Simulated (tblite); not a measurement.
Compound: C₇H₁₀P₂S.
Atom-mapped SMILES: `[CH3:1][S:2][c:3]1[cH:4][p:5][c:6]([CH3:7])[p:8][c:9]1[CH3:10]` (hydrogens: H11, H12, H13 on C1; H14 on C4; H15, H16, H17 on C7; H18, H19, H20 on C10)

Geometry (GFN2-xTB, Å), atoms numbered from 1 in this order:
```xyz
20
C7H10P2S angstrom
C     -3.3327   -0.4879   -1.1540
S     -2.5256    0.0116    0.3913
C     -0.7713   -0.0169    0.0553
C     -0.3123   -0.3738   -1.1973
P      1.3124   -0.4895   -1.7810
C      2.2830   -0.0422   -0.4103
C      3.7762   -0.0280   -0.6325
P      1.7613    0.4123    1.1851
C      0.0206    0.3420    1.1457
C     -0.6438    0.7081    2.4410
H     -3.1104    0.2222   -1.9456
H     -4.3958   -0.4670   -0.9322
H     -3.0375   -1.4967   -1.4294
H     -1.0390   -0.6310   -1.9563
H      4.3097   -0.0315    0.3177
H      4.0918   -0.8895   -1.2201
H      4.0693    0.8688   -1.1811
H     -1.3170    1.5542    2.2984
H     -1.2438   -0.1242    2.8104
H      0.0997    0.9699    3.1921
```

Calculated harmonic vibrations of the isolated species, GFN2-xTB (tblite), most abundant isotopes, no scaling. The method is semi-empirical: single wavenumbers can be off by several per cent or more. One conformer, not necessarily the lowest.

Harmonic wavenumbers (cm⁻¹): 27.2, 31.3, 72.4, 110.0, 184.1, 192.1, 201.9, 252.4, 256.1, 257.9, 306.9, 309.1, 353.9, 368.6, 376.4, 448.6, 553.8, 604.5, 683.0, 730.3, 766.6, 823.8, 869.0, 911.9, 931.2, 950.7, 1005.9, 1011.8, 1014.4, 1125.2, 1137.3, 1180.7, 1224.0, 1312.7, 1376.3, 1400.8, 1401.4, 1444.0, 1453.7, 1456.1, 1461.1, 1469.2, 1472.1, 1478.9, 2976.6, 2983.7, 3000.7, 3003.4, 3007.5, 3015.2, 3020.2, 3028.2, 3050.3, 3062.0.

A = 1489, B = 605.7, C = 434.0 MHz; mass 187.998 u (most abundant isotopes); point group C1, symmetry number 1.

Question: Zero-point energy?

Answer: Half the sum of the wavenumbers: 32574 cm⁻¹ = 389.66 kJ/mol.

Question: Entropy at 350 K, 1 bar (ideal gas, RRHO, classical rotation)?

Answer: Translation 177.50, rotation 132.06, vibration 198.08: S = 507.6 J/(mol K).

Question: And Cp and H(350 K) − H(0)?

Answer: Cp = 214.76 J/(mol K), of which vibrations give 181.51 (their classical limit is 54 R = 449.0); H(350 K) − H(0) = 46.01 kJ/mol without the zero-point energy, 34.37 from vibrations.

Question: What must be added to the electronic energy to get the Gibbs energy at 350 K and 1 bar?

Answer: ZPE + [H(350 K) − H(0)] − T·S = 389.66 + 46.01 − 177.67 = 258.00 kJ/mol.

Question: Which modes carry the vibrational entropy at 350 K?

Answer: 27.2 cm⁻¹: 26.54; 31.3 cm⁻¹: 25.37; 72.4 cm⁻¹: 18.42; 110.0 cm⁻¹: 14.98; 184.1 cm⁻¹: 10.83; 192.1 cm⁻¹: 10.49 J/(mol K); the other 48 give 91.45 together.

Question: How do the functions run with temperature in this model?

Answer: 
| T (K) | S (J/(mol K)) | Cp (J/(mol K)) | H − H(0) (kJ/mol) | G − H(0) (kJ/mol) | ln q(vib) |
| --- | --- | --- | --- | --- | --- |
| 50 | 270.8 | 62.8 | 2.41 | -11.13 | 1.32 |
| 100 | 324.0 | 95.2 | 6.35 | -26.06 | 3.12 |
| 298.15 | 475.0 | 192.7 | 35.44 | -106.18 | 10.24 |
| 373.15 | 521.7 | 224.2 | 51.09 | -143.58 | 12.79 |
| 500 | 593.9 | 269.7 | 82.52 | -214.42 | 16.92 |
| 750 | 716.1 | 332.3 | 158.39 | -378.66 | 24.44 |
| 1000 | 817.6 | 372.9 | 246.88 | -570.74 | 31.21 |

q(vib) and H(0) count from the zero-point level.

Hindered rotation and anharmonicity are outside this model. Other conformers, if any are populated, would add a mixing term that is left out. The structure is chiral; the term R ln 2 for an equal mix with its mirror image is left out.
